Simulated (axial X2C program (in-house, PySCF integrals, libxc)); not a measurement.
Low determinants of OsH at the PBE0 level, two-component

Computed with an axial X2C code built on PySCF integrals. Two-component (2c) means X2C with spin–orbit coupling and atomic mean-field two-electron Coulomb and Gaunt terms. Basis: Os dyall-v3z [13s14p9d6f2g], H dyall-v3z [6s2p1d] (cores contracted in-house); Gaussian nuclei, density fitting, unrestricted open shells. Masses: Os 191.961 u, H 1.008 u.

Search at 1.610 Å (vertical energies from the lowest determinant):

```json
{"ΔE (eV)": "0.00", "state": "Ω = 5/2", "electrons beyond evenly filled partner blocks": "ω = 5/2", "electrons in ±ω = 1/2, 3/2, 5/2, 7/2": "44 22 9 2"}
{"ΔE (eV)": "0.01", "state": "Ω = 7/2", "electrons beyond evenly filled partner blocks": "ω = -1/2, ω = 3/2, ω = 5/2", "electrons in ±ω = 1/2, 3/2, 5/2, 7/2": "43 23 9 2"}
{"ΔE (eV)": "0.02", "state": "Ω = 3/2", "electrons beyond evenly filled partner blocks": "ω = 1/2, ω = -3/2, ω = 5/2", "electrons in ±ω = 1/2, 3/2, 5/2, 7/2": "43 23 9 2"}
{"ΔE (eV)": "0.08", "state": "Ω = 9/2", "electrons beyond evenly filled partner blocks": "ω = 1/2, ω = 3/2, ω = 5/2", "electrons in ±ω = 1/2, 3/2, 5/2, 7/2": "43 23 9 2"}
{"ΔE (eV)": "0.38", "state": "Ω = 1/2", "electrons beyond evenly filled partner blocks": "ω = -1/2, ω = -3/2, ω = 5/2", "electrons in ±ω = 1/2, 3/2, 5/2, 7/2": "43 23 9 2"}
{"ΔE (eV)": "0.53", "state": "Ω = 3/2", "electrons beyond evenly filled partner blocks": "ω = 3/2", "electrons in ±ω = 1/2, 3/2, 5/2, 7/2": "44 23 8 2"}
{"ΔE (eV)": "0.60", "state": "Ω = 5/2", "electrons beyond evenly filled partner blocks": "ω = 5/2", "electrons in ±ω = 1/2, 3/2, 5/2, 7/2": "42 24 9 2"}
```

Lowest determinant, Ω = 5/2 (⟨Sz⟩ = 1.42, ⟨Lz⟩ = 1.08 at PBE0): Re = 1.578 Å, ωe = 2256.6 cm⁻¹.

The determinant in row 2 of the search, Ω = 7/2 (⟨Sz⟩ = 1.39, ⟨Lz⟩ = 2.11 at PBE0), was followed along the bond at PBE0; measured from the minimum of the lowest determinant it gives:

Te = 0.021 eV (166 cm⁻¹), Re = 1.603 Å, ωe = 2181.5 cm⁻¹.

Question: Compare the bond of the determinant in row 2 with that of the lowest one.

Answer: At PBE0 its Re is 0.025 Å longer and its force constant, which goes as ωe², is 0.93 times that of the lowest determinant. This determinant mixes spin states, so it has no term energy of its own.

The search compares states at one distance, so a state with another bond length can lie lower; it is not exhaustive and yields mostly the lowest determinant of each block pattern, so other components and higher states of one pattern are missing. These are energies of single determinants, not of spin-adapted states; PBE0 term energies can be off by some tenths of an eV, and the functional has no current term. The lowest determinant need not be the ground state where others lie within half an eV.
